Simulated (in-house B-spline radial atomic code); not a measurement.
Rb2+ is squeezed into an impenetrable sphere of radius R (the orbitals vanish at R). Computed with a radial B-spline atomic code at the basis-set limit: non-relativistic PBE, spin-polarised, spherical fractional occupations, point nucleus.

Energies in eV above the free ion in [Ar] 3d10 4s2 4p5:

```
R (bohr)  highest level (eV)  [Ar] 3d10 4s2 4p5  [Ar] 3d10 4s2 4p4 4d1  [Ne] 3s2 3p5 3d10 4s2 4p5 4f1  -dE/dV in [Ar] 3d10 4s2 4p5 (GPa)
    9.71               -33.2                  0                  19.46                          248.8                           6.59e-07
    6.98               -33.2          0.0004176                  19.49                            250                            0.00213
    5.05               -33.1            0.08113                  19.95                          253.8                              0.719
    3.93               -32.2              1.437                   22.6                          260.5                               20.1
    3.78               -31.8               2.09                  23.59                          262.2                               31.3
    2.97               -26.6              15.38                  40.18                          283.7                                367
    2.71               -22.4              29.07                  55.79                          301.5                                835
     2.3               -9.45              79.96                  111.2                          362.4                               3240
    1.78                36.4              305.9                  346.2                          615.2                              22500
    1.26                 219               1427                   1469                           1812                             256000
```

Problem. Does [Ar] 3d10 4s2 4p4 4d1 fall below [Ar] 3d10 4s2 4p5 under compression?

Solution. No, it stays above over the whole range.

Problem. Does [Ne] 3s2 3p5 3d10 4s2 4p5 4f1 fall below [Ar] 3d10 4s2 4p5 under compression?

Solution. No, it stays above over the whole range.

The highest level is first positive in the row R = 1.78 bohr, pushed up by confinement above the zero of the free ion's potential. Each configuration is held fixed and needn't be the lowest in the sphere.
